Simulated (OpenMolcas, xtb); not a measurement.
**C2H7BO (SMILES CCBO): the HOMO–LUMO gap, rung by rung**

C2H7BO has 11 atoms, charge 0, and is taken as a singlet. SMILES: `CCBO`. The coordinates come from a PBE0-D4/def2-TZVP relaxation. This is one conformer, not always the lowest.

Each level gives the HOMO–LUMO gap (eV). The values are calculated.

| level | kind | program | value (eV) | CPU time |
| --- | --- | --- | --- | --- |
| GFN1-xTB | semi-empirical | xtb | 5.94 | under 2 s |
| HF/def2-SVP | Hartree–Fock | OpenMolcas | 15.83 | 6.8 s |
| SVWN5/def2-SVP | LDA | OpenMolcas | 5.84 | 25 s |
| revPBE/def2-SVP | GGA | OpenMolcas | 6.12 | 37 s |
| TPSS/def2-SVP | meta-GGA | OpenMolcas | 6.42 | 47 s |
| BHLYP/def2-SVP | global hybrid | OpenMolcas | 11.04 | 33 s |
| B2PLYP/def2-SVP | double hybrid | OpenMolcas | 11.33 | 23 s |

The values span 5.84 to 15.83 eV. Orbital gaps aren't excitation energies, and those of double hybrids come from the SCF part alone; they tend to grow with the share of exact exchange. CPU times are rough (shared hosts, several kinds of processor): they show what a rung costs within a factor of a few.
